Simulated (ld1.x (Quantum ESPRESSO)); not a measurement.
**iodine: excitation energies, all-electron against TM**

ld1.x (Quantum ESPRESSO) 7.5 input, shortened:

```
&input
   title='I', zed=53., rel=2, dft='PBE', iswitch=3,
   config='[Kr] 4d10 5s2 5p5', rel_dist='average'
 /
 &inputp
   pseudotype=2, tm=.true., lloc=1,
   nlcc=.false.
 /
3
5S  1  0   2.00   0.00  1.35  1.35  0.0
4D  3  2  10.00   0.00  1.00  1.00  0.0
5P  2  1   5.00   0.00  1.75  1.75  0.0
 &test
   configts(1)='4d10 5s2 5p5'
 /
```

Open shells are filled in proportion to 2j + 1 (rel_dist='average').

Energies are relative to the spin-unpolarised reference configuration 4d10 5s2 5p5; without spin polarisation the order of configurations can differ from experiment. The p channel is local and has no spin–orbit splitting in the pseudo-atom.

(1) Give the all-electron excitation energy and the error of the potential for: 4d10 5s2 5p4; 4d10 5s2 5p3; 4d10 5s2 5p2; 4d10 5s1 5p5; 4d10 5s2 5p4.5; 4d10 5s1 5p6; 4d9 5s2 5p5.

Levels in the configuration 4d10 5s1 5p5:

```tsv
level	all-electron (eV)	pseudo (eV)
4d j=3/2	-62.107	-61.767
4d j=5/2	-60.386	-60.053
5s j=1/2	-26.972	-26.894
5p j=1/2	-16.746	-15.865
5p j=3/2	-15.569	-15.865
```

Note: ghost state, extra bound levels that the all-electron valence spectrum of the same l lacks: s at -12.0 eV. A true bound ghost makes a file unfit for plane-wave use. The potential misses its own reference levels by up to 0.7 eV.

Answers

(1)

```tsv
valence configuration	charge	ΔE all-electron (eV)	error AE − PS (meV)
4d10 5s2 5p4	+1	11.157	+44
4d10 5s2 5p3	+2	31.032	+165
4d10 5s2 5p2	+3	60.394	+462
4d10 5s1 5p5	+1	22.091	+45
4d10 5s2 5p4.5	+0.5	4.545	+17
4d10 5s1 5p6	0	10.369	-24
4d9 5s2 5p5	+1	58.196	+1351
```
